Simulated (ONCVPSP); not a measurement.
## Potentials for tantalum (Ta) compared

Generated with ld1.x 7.5 (TM, RRKJ, ultrasoft, PAW), atompaw 4.2 or ONCVPSP 4.0.1. The cutoff is in Ry: for ld1.x and atompaw files where the sum of valence levels is converged to 10 mRy in a Bessel basis, for ONCV files where the hardest occupied wave has 1 mHa per electron of residual kinetic energy. The error is the largest all-electron minus pseudo excitation energy over each file’s own four to seven test configurations (ionisations up to +4, promotions, holes and added fractions of an electron), all of which were solved. The labels leave out finer settings (local radius, basis sizes, second energies), which also bear on the numbers. Spin-polarised tests are not counted. The rows are a selection from randomly drawn settings: files with unsolved tests, undetermined cutoffs or missed reference levels are left out.

A true bound ghost makes a file unfit for plane-wave use even where its test errors are small: the radial tests pick states by their node count and pass the ghost by.

| potential | cutoff (Ry) | largest error (meV) | bound ghosts |
| --- | --- | --- | --- |
| ONCV, PBE, fully relativistic, rc 2.15/2.05/2.30 (spd), local smoothed, core correction yes, reference 5s2 5p6 5d3 6s2, qcut 4.9/5.4/6.3, projectors 3/3/2 | 26 | -841 | none |
| ONCV, PBE, scalar-relativistic, rc 1.75/1.70/2.70 (spd), local smoothed, core correction no, reference 5s2 5p6 5d3 6s2, qcut 7.6/10.1/6.3, projectors 2/3/2 | 64 | +8.0 | none |
| ONCV, LDA (Perdew-Zunger), scalar-relativistic, rc 2.18/1.60/2.98/2.64 (spdf), local smoothed, core correction yes, reference 5s2 5p6 5d3 6s0.5, qcut 7.9/5.6/5.3/5.6, projectors 2/2/1/1 | 35 | -149 | none |
| ONCV, PBE, scalar-relativistic, rc 1.60/1.25/3.00/0.95 (spdf), local smoothed, core correction no, reference 4f14 5s2 5p6 5d3 6s1.5, qcut 7.5/6.7/5/19.7, projectors 2/2/2/3 | 310 | -414 | s |
| ONCV, PBE, scalar-relativistic, rc 1.80/1.30/2.10 (spd), local smoothed, core correction yes, reference 5s2 5p6 5d3 6s2, qcut 5.2/5.8/4.7, projectors 3/2/2 | 149 | -691 | none |
| ONCV, PBE, scalar-relativistic, rc 2.75/1.60/3.05 (spd), local smoothed, core correction yes, reference 5p6 5d3 6s2, qcut 2.4/7.5/5.7, projectors 2/2/2 | 43 | -24 | s |

**Question.** Fill in the row for Ta: ONCV, Wu-Cohen, scalar-relativistic, rc 1.80/2.15/1.65/0.90 (spdf), local smoothed, core correction no, reference 4f14 5s2 5p6 5d3 6s1.75 6p0.25, qcut 7.4/7.9/5.4/22.8, projectors 2/2/3/3.

**Answer.** cutoff 406 Ry, largest error -14 meV, bound ghosts: s, p.
